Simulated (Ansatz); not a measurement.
One change: `C=[CH][In]([CH3])[Cl]` becomes `C=[CH][In]([CH3])[F]`.

Ansatz, PBE0-D4/def2-TZVP geometries, multiplicity 1. Each molecule was computed in one conformer, which needn't be the lowest.

Elements past krypton have def2 core potentials.

| property | `C=[CH][In]([CH3])[Cl]` |
| --- | --- |
| LUMO energy (PBE/def2-TZVPP) / eV | -2.35 |
| HOMO energy (PBE0/def2-TZVPP) / eV | -7.70 |
| HOMO energy (B3LYP/def2-TZVPP) / eV | -7.47 |
| HOMO–LUMO gap (PBE/def2-TZVPP) / eV | 4.11 |
| LUMO energy (PBE0/def2-TZVPP) / eV | -1.57 |
| HOMO–LUMO gap (PBE0/def2-TZVPP) / eV | 6.14 |

Give the same properties after the change, and the shifts. (Estimate.)

Ansatz gave: 
```csv
property,`C=[CH][In]([CH3])[F]`,shift
LUMO energy (PBE/def2-TZVPP) / eV,-2.19,0.16
HOMO energy (PBE0/def2-TZVPP) / eV,-7.81,-0.11
HOMO energy (B3LYP/def2-TZVPP) / eV,-7.60,-0.13
HOMO–LUMO gap (PBE/def2-TZVPP) / eV,4.37,0.26
LUMO energy (PBE0/def2-TZVPP) / eV,-1.40,0.17
HOMO–LUMO gap (PBE0/def2-TZVPP) / eV,6.41,0.27
```

With PBE0 the HOMO falls by 0.11 eV and the LUMO rises by 0.17 eV, so the gap widens by about 0.28 eV. PBE moves the HOMO by -0.09 eV and ωB97M-V by -0.10 eV.

Positive LUMOs are unbound, so they and the gaps depend on the basis.

B3LYP here is the variant with VWN-RPA as its local correlation; programs differ in this.
